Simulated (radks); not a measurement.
Results of a calculation; reference values are marked as such.
Question: These are the eigenvalues of the occupied orbitals of an atom or ion with whole-number occupations (eV). Level of theory: scalar-relativistic Kohn-Sham, SCAN, spin-polarised, spherical densities, finite nucleus; meta-GGA in the generalised Kohn-Sham scheme; Fermi nuclear charge, rms radius of each element as measured or else 0.836 A^(1/3) + 0.57 fm (a radial shooting solver on a logarithmic mesh with Libxc functionals).

| orbital | eigenvalue |
|---|---|
| 1s up | -83556.03 |
| 1s down | -83555.46 |
| 2s up | -15098.44 |
| 2s down | -15098.09 |
| 2p up | -13062.53 |
| 2p down | -13061.98 |
| 3s up | -3831.559 |
| 3s down | -3831.189 |
| 3p up | -3239.903 |
| 3p down | -3239.434 |
| 3d up | -2616.167 |
| 3d down | -2615.611 |
| 4s up | -1086.826 |
| 4s down | -1086.227 |
| 4p up | -891.4066 |
| 4p down | -890.8959 |
| 4d up | -658.5946 |
| 4d down | -657.7957 |
| 5s up | -407.1208 |
| 4f up | -400.7716 |
| 5s down | -399.9139 |
| 4f down | -399.3918 |
| 5p up | -346.5468 |

Which element is it, and in what charge state? The configuration may be excited. Open shells, if any, are filled with parallel spins first.

Answer: Z = 80, mercury, charge +15: Hg15+ in [Kr] 4d10 4f14 5s2 5p3. The list shows which subshells hold electrons but not how many an open one holds; the 1s level, -3070.6 hartree, gives Z - s = 78.4 by -(Z - s)^2/2, which with screening and relativity narrows Z to a few neighbours, and the depths of the outer levels then fix element, charge and occupations together.
